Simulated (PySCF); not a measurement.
Excitation energy of Os²⁺ by level of theory

Os²⁺ [Xe] 4f14 5d6 (5D) → Os²⁺ [Xe] 4f14 5d5 6s1 (7S), as a difference of total energies. All numbers are calculated (PySCF 2.14, scalar relativity through the core potential, in def2-TZVPPD with the def2 core potential (60 electrons)). Correlated levels: valence: 5s2 5p6 frozen; valence and next inner shell: nothing frozen outside the core potential. The calculations carry no spin-orbit coupling.

| method | excitation energy (cm⁻¹) |
| --- | --- |
| UHF | -4327.8 |
| LDA | -724.08 |
| PBE | 44.551 |
| PBE0 | 549.67 |
| r2SCAN | -3778.2 |
| revPBE | 496.70 |
| LC-wPBE | 2358.3 |
| B97-3 | 4621.5 |
| TPSS | 717.02 |
| MP2 (valence) | 384.59 |
| SCS-MP2 (valence) | 5287.7 |
| MP2 (valence and next inner shell) | -2549.4 |
| SCS-MP2 (valence and next inner shell) | 779.64 |

Problem. How much does correlation contribute at MP2 (valence and next inner shell)?

Solution. -2549.4 − (-4327.8) = 1778.4 cm⁻¹, measured against UHF.
